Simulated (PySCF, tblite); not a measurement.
Isomers of C6H10O2Si2, one GFN2-xTB conformer each. Single-point energies are computed at PBE0/pcSseg-1 (PySCF, gas phase, no added dispersion term), electronic only.

```tsv
SMILES	GFN2-xTB relative energy (kJ/mol)
CC(=O)[Si@@H]1C=C[C@@H](C=O)[SiH2]1	559.5
C#C[Si@@H]1C=C(COC)[SiH2]O1	380.6
O=CCC(=O)[Si@H]1C=CC[SiH2]1	573.4
C#C[SiH2][Si@H]1C[C@@H](C(=O)O)C1	575.1
[SiH3]Oc1ccccc1O[SiH3]	0.0
```

Conformers: `[CH3:1][C:2](=[O:3])[Si@@H:4]1[CH:5]=[CH:6][C@@H:7]([CH:8]=[O:9])[SiH2:10]1` with C1–C2–Si4–C5 32°, C6–C7–C8–O9 48°, C2–Si4–C5–C6 -130°, C5–C6–C7–C8 -70°, C6–C7–Si10–Si4 -37°, C2–Si4–Si10–C7 139°; `[CH:1]#[C:2][Si@@H:3]1[CH:4]=[C:5]([CH2:6][O:7][CH3:8])[SiH2:9][O:10]1` with C4–C5–C6–O7 177°, C5–C6–O7–C8 177°; `[O:1]=[CH:2][CH2:3][C:4](=[O:5])[Si@H:6]1[CH:7]=[CH:8][CH2:9][SiH2:10]1` with O1–C2–C3–C4 -41°, C2–C3–C4–O5 -127°, C3–C4–Si6–C7 154°; `[CH:1]#[C:2][SiH2:3][Si@H:4]1[CH2:5][C@@H:6]([C:7](=[O:8])[OH:9])[CH2:10]1` with C2–Si3–Si4–C5 138°, C5–C6–C7–O8 53°, C6–C7–O9–H 180°, Si3–Si4–C5–C6 94°, Si4–C5–C6–C7 -91°, C5–C6–C10–Si4 -21°, Si3–Si4–C10–C6 -95°; `[SiH3:1][O:2][c:3]1[cH:4][cH:5][cH:6][cH:7][c:8]1[O:9][SiH3:10]` with Si1–O2–C3–C4 180°, C7–C8–O9–Si10 0°.

Problem. What does PBE0/pcSseg-1 give for the same structures?

Solution. 
```
                             SMILES  PBE0/pcSseg-1 E (Eh)  PBE0/pcSseg-1 (kJ/mol)  GFN2-xTB (kJ/mol)  point group
             [SiH3]Oc1ccccc1O[SiH3]            -963.37829                     0.0                0.0           Cs
        C#C[Si@@H]1C=C(COC)[SiH2]O1            -963.32512                   139.6              380.6           C1
        O=CCC(=O)[Si@H]1C=CC[SiH2]1            -963.30125                   202.3              573.4           C1
CC(=O)[Si@@H]1C=C[C@@H](C=O)[SiH2]1            -963.29921                   207.6              559.5           C1
  C#C[SiH2][Si@H]1C[C@@H](C(=O)O)C1            -963.28635                   241.4              575.1           Cs
```

Both levels put the same isomer lowest; measured from each level's own lowest isomer, the values differ by up to 371.1 kJ/mol (O=CCC(=O)[Si@H]1C=CC[SiH2]1: 573.4 against 202.3). As drawn, the lowest has an aromatic ring and an Si–O bond, which the highest lacks; the highest has a four-membered ring, a C=O bond and a C≡C bond, which the lowest lacks. Neighbours under 10 kJ/mol apart (O=CCC(=O)[Si@H]1C=CC[SiH2]1 and CC(=O)[Si@@H]1C=C[C@@H](C=O)[SiH2]1) can change places with a better method, another conformer or zero-point energy.

Problem. Which frontier levels, dipoles and rotational constants go with these structures?

Solution. 
```tsv
SMILES	HOMO (eV, PBE0/pcSseg-1)	LUMO (eV)	dipole (D)	A, B, C (MHz)
[SiH3]Oc1ccccc1O[SiH3]	-6.41	-0.17	2.06	1215, 925.4, 531.8
C#C[Si@@H]1C=C(COC)[SiH2]O1	-7.52	-0.74	3.33	2363, 490.9, 454.2
O=CCC(=O)[Si@H]1C=CC[SiH2]1	-6.86	-1.66	2.01	1661, 739.2, 589.3
CC(=O)[Si@@H]1C=C[C@@H](C=O)[SiH2]1	-6.44	-1.42	4.85	1858, 659.9, 648.4
C#C[SiH2][Si@H]1C[C@@H](C(=O)O)C1	-7.45	-0.60	2.16	2126, 552.7, 479.2
```

Problem. What happens when harmonic zero-point energies from GFN2-xTB frequencies are added?

Solution. 
```tsv
SMILES	ZPE (kJ/mol)	electronic (kJ/mol)	with ZPE (kJ/mol)
[SiH3]Oc1ccccc1O[SiH3]	354.7	0.0	0.0
C#C[Si@@H]1C=C(COC)[SiH2]O1	363.2	139.6	148.1
O=CCC(=O)[Si@H]1C=CC[SiH2]1	363.4	202.3	210.9
CC(=O)[Si@@H]1C=C[C@@H](C=O)[SiH2]1	362.9	207.6	215.8
C#C[SiH2][Si@H]1C[C@@H](C(=O)O)C1	364.5	241.4	251.1
```

The zero-point energies span 9.8 kJ/mol. The order is unchanged.
